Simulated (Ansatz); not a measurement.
A structure relaxed at PBE-D4/def2-SVP in Ansatz, charge 1, doublet:

```tsv
atom	x (Å)	y (Å)	z (Å)
Cd1	1.343	-3.200	-0.129
Cd2	-1.639	2.282	2.400
Cd3	-1.490	0.053	-3.072
Cd4	-2.055	-1.723	1.944
Cd5	0.259	-3.321	2.564
Cd6	0.227	-0.055	0.101
Cd7	1.893	-4.191	-2.914
Cd8	0.775	3.056	-0.308
Cd9	1.152	1.300	-2.465
Te10	-2.806	1.312	-0.591
Te11	0.789	0.956	2.787
Te12	3.086	-0.869	-0.364
Te13	3.075	-0.646	-3.106
Te14	-1.396	-2.240	-0.854
Te15	-1.974	3.955	0.106
Te16	-3.820	0.479	2.075
Te17	2.580	2.853	1.827
```

Task: Give its formula.

Result: Cd₉Te₈⁺.

Task: Summarise the bond lengths by kind (pairs closer than 1.2 times the sum of covalent radii, bridged metal pairs left out).

Result: 16 × Cd–Te 2.79 to 3.35 Å; 7 × Cd–Cd 2.81 to 3.19 Å; 4 × Te–Te 2.75 to 2.97 Å.

In the def2 sets Cd, Te take a core potential; there is no spin–orbit coupling. Single mean-field runs in def2-SVP are fitted with def2-universal-jkfit. Another isomer (doublet) lies 3.14 eV lower at PBE0-D4/def2-SVP; other spin states weren't run for this one.
